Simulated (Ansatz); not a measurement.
A made-up structure of BH$_{3}$Te, singlet:

```csv
atom,x (Å),y (Å),z (Å)
B1,-0.2304,-0.4333,0.3215
Te2,1.2945,0.4197,-0.2388
H3,-1.4400,-0.1384,0.0105
H4,0.1911,-1.2115,0.9551
H5,0.1848,1.3636,-1.0483
```

It is relaxed with PBE-D4/def2-SVP and then PBE0-D4/def2-TZVP (Ansatz 0.2.0). Atoms count as bonded within 1.22 times the sum of their covalent radii (H–H: 0.88 Å). The end point is not checked to be a true minimum.

Question: Does its bonding change? (Judge from chemistry; the calculation decides.)

Answer: The calculation gives: No: no bond forms or breaks.

Where it ends: The first stage lowers the energy by 1.70 eV in 5 steps. It ends as BH₃Te ([BH2][TeH]):
B1  (-0.279, -0.537, 0.398)
Te2  (1.302, 0.602, -0.380)
H3  (-1.405, -0.276, 0.120)
H4  (0.024, -1.436, 1.118)
H5  (0.358, 1.647, -1.257)
(Å)

Labels in which every atom is bracketed show which atoms are joined, not bond orders.

For scale, one of the runs: PBE0-D4/def2-TZVP relaxation, 99 basis functions, launched by `ansatz run in.yaml --threads 2 --pin off --events-out ev --progress --plain --max-ram 4352MiB`. The run took about 9.5 s on 2 CPU threads of an AMD EPYC 7R13 (shared host).
